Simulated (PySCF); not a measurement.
## GeF₄: tetrahedral to square-planar path

Computed with B3LYP/[Ge def2-TZVP, F def2-TZVP], no relativity, density fitting, PySCF.

Rigid scan from the singlet minimum (Ge–F 1.702 Å (×4); F–Ge–F 109.5° (×6)). Coordinate: D2d path, angle between each bond and the S4 axis (54.74 tetrahedral, 90 square planar), bonds fixed. Energies in kJ/mol from the minimum.

```csv
angle of the bonds to the S4 axis (°),E (kJ/mol)
45.0,55.5
50.0,11.5
54.7,0.0
60.0,11.4
66.0,45.3
72.0,91.7
78.0,139.6
84.0,176.3
90.0,190.2
```

With the bonds held, the square planar shape lies 190.2 kJ/mol from the minimum.

Other isomers or separated fragments may lie lower.
